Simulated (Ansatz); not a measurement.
`F[C](=[Se])[InH2]`, charge 0, multiplicity 1.

Give a relaxed structure at PBE0-D4/def2-TZVP (Ansatz 0.2.0). (Best estimate.)

Computed: 
```xyz
6

F     0.831   -0.949    1.963
C     0.580   -0.160    0.941
Se    1.402    1.398    0.747
In   -0.676   -0.121   -0.833
H    -2.198    0.613   -0.594
H     0.062   -0.781   -2.224
```
Point group Cs.
